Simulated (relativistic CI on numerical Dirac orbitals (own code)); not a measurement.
## Electric-dipole lines of Te XXXVII

Computed by Dirac-Coulomb-Breit CI, orbitals from a KLI potential per configuration, a model potential for QED, unscaled Slater integrals (own radial code, finite nucleus).

Configuration list (outside the closed core [Ne]): 3s2.3p4, 3s.3p5, 3s2.3p3.3d, 3p6, 3s.3p4.3d, 3p5.3d, 3s.3p3.3d2, 3s2.3p2.3d.4p, 3p5.4s, 3s.3p3.3d.4s, 3p5.4p, 3s2.3p3.4s, 3s2.3p3.4p, 3p4.3d.4p, 3s2.3p3.4d, 3s.3p4.4s, 3s2.3p3.4f, 3s.3p4.4p, 3s.3p4.4d, 3s.3p4.4f, 3s2.3p3.5s, 3s2.3p3.5p, 3s2.3p2.4s.4p, 3s2.3p3.5d, 3s2.3p3.5f, 3s2.3p3.5g, 3s.3p3.4s2, 3s.3p4.5s, 3s2.3p2.3d2, 3s2.3p.3d3, 3s.3p2.3d3, 3s2.3p.3d2.4s, 3s2.3p.3d2.4p, 3s2.3p.3d2.4d, 3p4.3d2, 3p3.3d3, 3p3.3d2.4s, 3p3.3d2.4p, 3p3.3d2.4d, 3s2.3p2.3d.4s, 3s.3p2.3d2.4s, 3s2.3p.3d.4s2, 3s2.3p.3d.4s.4p, 3s2.3p.3d.4s.4d, 3p4.3d.4s, 3p3.3d.4s2, 3p3.3d.4s.4p, 3p3.3d.4s.4d, 3s2.3p2.4s2, 3s.3p2.3d.4s2, 3s2.3p.4s2.4p, 3s2.3p.4s2.4d, 3s2.3p2.4p2, 3s2.3p.3d.4p2, 3s.3p2.3d.4p2, 3s2.3p.4s.4p2, 3s2.3p.4p3, 3s2.3p.4p2.4d, 3s.3p3.4s.4p, 3s.3p2.3d.4s.4p, 3s.3p2.4s2.4p, 3s.3p2.4s.4p2, 3s.3p2.4s.4p.4d. Double excitations out of closed p, d and f shells are left out; levels of such configurations are missing from the list, as are those of other unlisted configurations, and high levels can miss mixing partners. These lack a partner that the ground configuration has and come out too high: 3s2.3p3.4f, 3s.3p4.4p, 3s.3p4.4d, 3s.3p4.4f, 3s2.3p3.5s.

```tsv
λ vac (nm)	Lower	Upper	A (s⁻¹)	log gf	S velocity/length
4.9897	3s2.3p3.3d 3D°_3 [14]	3s2.3p2.3d2 3F_2 [151]	5.24e+11	-0.01	0.85
5.0892	3s2.3p3.3d 3F°_3 [8]	3s2.3p2.3d2 3F_3 [108]	4.07e+11	0.04	0.97
5.0946	3s2.3p4 1S_0 [2]	3s2.3p3.3d 3D°_1 [37]	3.40e+11	-0.40	1.01
5.0971	3s2.3p3.3d 3F°_3 [8]	3s2.3p2.3d2 5D_2 [107]	4.11e+11	-0.10	0.91
5.1001	3s2.3p3.3d 3F°_4 [11]	3s2.3p2.3d2 5D_3 [125]	3.61e+11	-0.01	0.83
5.1951	3s2.3p4 3P_2 [1]	3s2.3p3.3d 3S°_1 [30]	4.98e+11	-0.22	0.96
5.1956	3s2.3p4 3P_2 [1]	3s2.3p3.3d 3P°_2 [29]	5.71e+11	0.06	0.99
5.1999	3s2.3p3.3d 3F°_4 [11]	3s2.3p2.3d2 5D_4 [120]	4.35e+11	0.20	1.00
5.2097	3s2.3p4 3P_2 [1]	3s2.3p3.3d 3D°_3 [28]	5.33e+11	0.18	1.03
5.2180	3s2.3p4 3P_1 [3]	3s2.3p3.3d 3P°_1 [44]	3.84e+11	-0.33	0.99
5.2937	3s2.3p4 1D_2 [4]	3s2.3p3.3d 1F°_3 [47]	5.00e+11	0.17	1.04
5.6751	3s2.3p3.3d 3F°_2 [6]	3s2.3p2.3d2 3G_3 [81]	1.68e+11	-0.24	1.00
6.2214	3s2.3p3.3d 1F°_3 [47]	3s2.3p2.3d2 1G_4 [236]	4.65e+11	0.39	1.02
6.2229	3s2.3p4 3P_1 [3]	3s2.3p3.3d 1D°_2 [38]	2.30e+11	-0.18	1.01
6.2807	3s2.3p4 1D_2 [4]	3s2.3p3.3d 3S°_1 [39]	4.14e+11	-0.13	0.95
6.2915	3s2.3p4 3P_0 [5]	3s2.3p3.3d 1P°_1 [63]	4.10e+11	-0.14	0.99
6.4416	3s2.3p4 1D_2 [4]	3s2.3p3.3d 1D°_2 [38]	1.58e+11	-0.31	0.96
6.7074	3s2.3p4 1D_2 [4]	3s2.3p3.3d 1F°_3 [36]	1.18e+11	-0.25	1.04
6.8306	3s2.3p3.3d 3F°_3 [8]	3s2.3p2.3d2 3F_4 [61]	1.09e+11	-0.16	1.00
6.8600	3s2.3p4 3P_2 [1]	3s2.3p3.3d 3D°_3 [14]	8.75e+10	-0.36	1.04
```

Terms are leading LS components. Brackets give the number of a level in order of energy, since labels repeat. The list gives strong lines, with weight on those to low levels, among the lowest 400 of 10362 levels, so that lines to higher ones, which can be the strongest, are missing. Levels whose partners in the same complex of configurations lie outside the list can be far off, and so can their lines. Rates are taken at the computed energies, electric ones in the length gauge. A velocity-to-length ratio far from 1 marks an uncertain rate.

At this charge energies of transitions that change n are usually good to better than 1 %, and those within a shell (Δn = 0) to a few per cent.

**Question.** From the table, what is the radiative lifetime of 3s2.3p3.3d 1D°_2?

**Answer.** The listed rates from this level add up to about 3.88e+11 s⁻¹, 97 % of its decay; with all channels τ = 2.50e-12 s.

LS names give the leading component of a level, which can be under half, so a name can repeat, a term be missing and a line seem to break the LS rules.
